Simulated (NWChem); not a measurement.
# C4H5Cl; SMILES C=CC(=C)Cl

```xyz
10

C      0.7170    -1.9902     0.0000
C     -0.4286    -1.3002     0.0000
C     -0.5620     0.1540     0.0000
C     -1.7389     0.7944     0.0000
Cl     0.9136     1.0793     0.0000
H      1.6839    -1.4811     0.0000
H      0.7127    -3.0823     0.0000
H     -1.3857    -1.8330     0.0000
H     -2.6662     0.2170     0.0000
H     -1.8009     1.8832     0.0000
```
Atoms are numbered in this order, from 1.

All runs: NWChem. Medium grid unless said otherwise, to which SCAN and Minnesota functionals are sensitive. Coordinates come from a PBE0/def2-SVP optimisation. Total energies of different functionals are on different scales.

```tsv
level	energy (Ha)	highest occupied level (eV)	orbital gap (eV)	dipole (D)	relative time
B3LYP/def2-SVP	-615.3481	-6.67	5.43	1.26	1
PBE/def2-SVP	-614.9336	-5.87	3.87	1.22	1
LDA (Slater exchange, PW92)/def2-SVP	-612.3833	-6.03	3.83	1.20	1
BHandHLYP/def2-SVP	-615.2287	-7.79	7.81	1.39	1
r2SCAN/def2-SVP	-615.2042	-6.13	4.19	1.37	1
M06-2X/def2-SVP	-615.2396	-8.05	7.84	1.40	1
SCAN/def2-SVP	-615.2873	-6.12	4.23	1.40	1
M05-2X/def2-SVP	-615.2927	-8.10	8.01	1.39	1
CAM-B3LYP/def2-SVP	-615.2467	-8.13	8.23	1.31	5
KT2/def2-SVP	-621.4910	-5.86	3.92	1.25	1
```

Times are rough ratios from one shared machine.
